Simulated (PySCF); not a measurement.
# Mo (molybdenum, neutral) across methods

[Kr] 4d4 5s1 5p1, one real determinant (an excited configuration). Computed with PySCF 2.14 in aug-cc-pVTZ-PP with one added diffuse shell each of s, p, d, f, g type with ECP28MDF (7s7p6d4f3g, 113 functions), with a scalar-relativistic core potential.

```
method  E (hartree)  mean ε 4d α (eV)  mean ε 5s α (eV)  mean ε 5p α (eV)  Σ⟨r²⟩ (bohr²)    ⟨S²⟩
r2SCAN     -67.7810            -7.997            -6.571            -2.672          63.16  12.001
  TPSS     -67.7212            -7.627            -6.247            -2.547          63.85  12.001
   PBE     -67.7489            -7.648            -6.294            -2.560          64.13  12.001
revPBE     -67.7885            -7.620            -6.245            -2.545          64.09  12.001
  PBE0     -67.7368            -9.148            -7.095            -3.212          63.71  12.001
   UHF    -67.24104           -12.780            -9.274            -4.874          63.64  12.003
```

(1) Estimate the same row for LDA.

⟨L²⟩ = 8.02 against 12 for a pure F term, so this real determinant mixes terms. Energies and moments cover only the electrons outside the core potential.

Results:

(1) E (hartree) = -67.5729; mean ε 4d α (eV) = -7.680; mean ε 5s α (eV) = -6.496; mean ε 5p α (eV) = -2.623; Σ⟨r²⟩ (bohr²) = 63.89; ⟨S²⟩ = 12.000.
